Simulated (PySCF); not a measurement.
Si(Cl)3(NCO) (CCl3NOSi), SMILES O=C=N[Si](Cl)(Cl)Cl.

Coordinates come from a PBE0-D3(BJ)/def2-SVP optimisation. The values are those of a single conformer.

Computed with TDDFT-PBE/def2-SVPD (PySCF).

Vertical excitations; the highest root listed may be one member of a degenerate set. The molecule is in vacuum. State labels are in the subgroup Cs.

Computed UV-visible absorptions:
```tsv
state	symmetry	energy (eV)	λ (nm)	f	main pairs
S1	A'	6.49	191	0.001	HOMO→LUMO (degenerate set)
S2	A"	6.49	191	0.001	HOMO−1→LUMO (degenerate set)
S3	A"	6.62	187	0.000	HOMO−1→LUMO+1 47 %, HOMO→LUMO+2 47 %
S4	A'	6.71	185	0.000	HOMO−1→LUMO+2, HOMO→LUMO+1 (degenerate set)
S5	A"	6.71	185	0.000	HOMO−1→LUMO+1, HOMO→LUMO+2 (degenerate set)
S6	A"	6.74	184	0.000	HOMO−2→LUMO 93 %
S7	A'	6.88	180	0.007	HOMO−2→LUMO+2 (degenerate set)
S8	A"	6.88	180	0.007	HOMO−2→LUMO+1 (degenerate set)
S9	A'	7.23	172	0.119	HOMO→LUMO+1 25 %, HOMO−1→LUMO+2 25 %, HOMO−3→LUMO+1 22 %, HOMO−4→LUMO+2 22 %
S10	A"	7.38	168	0.031	HOMO−4→LUMO 65 %, HOMO−3→LUMO+2 11 %, HOMO−4→LUMO+1 11 %
T1	A'	6.19	200	0	HOMO−1→LUMO+2 47 %, HOMO→LUMO+1 47 %
T2	A"	6.31	197	0	HOMO−1→LUMO (degenerate set)
T3	A'	6.31	197	0	HOMO→LUMO (degenerate set)
T4	A'	6.37	195	0	HOMO→LUMO+1 46 %, HOMO−1→LUMO+2 46 %
```
Triplets are in the Tamm–Dancoff approximation, which puts them higher than full response would, so one can lie above its singlet here.
